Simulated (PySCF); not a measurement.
C4H11NOSi (SMILES C=C[SiH](O)N(C)C), singlet, at a GFN2-xTB geometry, with bond 16-7 at 1.4 times its length.

Input for PySCF:
```python
from pyscf import gto, scf, mcscf, mp
import numpy

mol = gto.M(
    atom='''
Si   -0.023886   -0.151338    0.732052
O    -0.400939    1.260678    1.450144
C     1.813275   -0.346277    0.362023
C     2.705903    0.627434    0.432884
N    -0.852164   -0.233102   -0.780754
C    -2.253516    0.106577   -0.849586
C    -0.467571   -1.147720   -1.827082
H    -0.450647   -1.077734    1.784659
H    -0.217662    2.085666    1.008162
H     2.169113   -1.338591    0.114633
H     3.758122    0.473671    0.242751
H     2.423605    1.635395    0.692793
H    -2.890960   -0.780981   -0.756954
H    -2.500968    0.792862   -0.044841
H    -2.473912    0.585628   -1.808348
H     1.031100   -1.395701   -1.766335
H    -0.988241   -2.109869   -1.741213
H    -0.712847   -0.716273   -2.801992
''',
    basis='sto-3g',
    charge=0,
    spin=0,
    verbose=3,
)

mf = scf.RHF(mol)
mf.kernel()
mc = mcscf.CASSCF(mf, 6, 4)
mc.fix_spin_(ss=0.0)
noons, natorbs = mcscf.addons.make_natural_orbitals(mp.MP2(mf).run())
mc.kernel(natorbs)
occ = numpy.linalg.eigvalsh(mc.fcisolver.make_rdm1(mc.ci, mc.ncas, mc.nelecas))[::-1]
ss = mc.fcisolver.spin_square(mc.ci, mc.ncas, mc.nelecas)[0]
print('natural occupations', occ.round(4), ' <S^2>', round(ss, 4))
```

Task: What is the computed nuclear repulsion energy (CASSCF(4,6)/STO-3G (PySCF))?

Result: 390.7896 Eh

Task: What is the computed SCF-reference Mulliken (on the basis functions themselves) charges in atom order (CASSCF(4,6)/STO-3G)?

Result: Si1 1.10, O2 -0.52, C3 -0.26, C4 -0.13, N5 -0.50, C6 -0.09, C7 -0.02, H8 -0.17, H9 0.18, H10 0.05, H11 0.06, H12 0.05, H13 0.05, H14 0.06, H15 0.06, H16 0.00, H17 0.04, H18 0.05

Task: Predict the SCF-reference dipole moment from CASSCF(4,6)/STO-3G.

Result: 0.92 D

Task: Estimate the SCF-reference HOMO-LUMO gap that CASSCF(4,6)/STO-3G returns for this input.

Result: 15.66 eV
